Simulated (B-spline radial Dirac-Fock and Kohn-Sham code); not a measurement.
# Elastic and transport cross sections of cesium for electrons

These are calculated numbers from a B-spline atomic structure program; the model is relativistic (Dirac) partial waves in the static field of the Dirac-Fock atom with Furness-McCarthy exchange, without polarisation or absorption potentials. σ_tr1 and σ_tr2 weight the cross section with 1 − P₁ and 1 − P₂ of cos θ; "backward" is the share scattered beyond 90°.

```
energy (eV)  σ (a₀²)  σ_tr1 (a₀²)  σ_tr2 (a₀²)  σ/σ_tr1  backward (%)
      12200     2.97       0.0745        0.142     39.9          0.59
      12700     2.90       0.0701        0.134     41.3          0.56
      14400        ?            ?            ?        ?             ?
      14500     2.65       0.0572        0.112     46.4          0.48
      20000     2.14       0.0347       0.0714     61.6          0.32
      26500     1.76       0.0223       0.0476     79.0          0.22
      28400     1.68       0.0200       0.0431     84.0          0.20
      28900     1.66       0.0194       0.0420     85.4          0.20
      30000     1.62       0.0183       0.0397     88.2          0.19
      41500     1.29       0.0109       0.0245      118          0.12
```

Problem. Fill in the row for 14.4 keV.

Solution. σ = 2.67 a₀², σ_tr1 = 0.0578 a₀², σ_tr2 = 0.113 a₀², σ/σ_tr1 = 46.1, backward 0.48 %. The ratio σ/σ_tr1 is roughly the number of elastic collisions that randomise the direction.
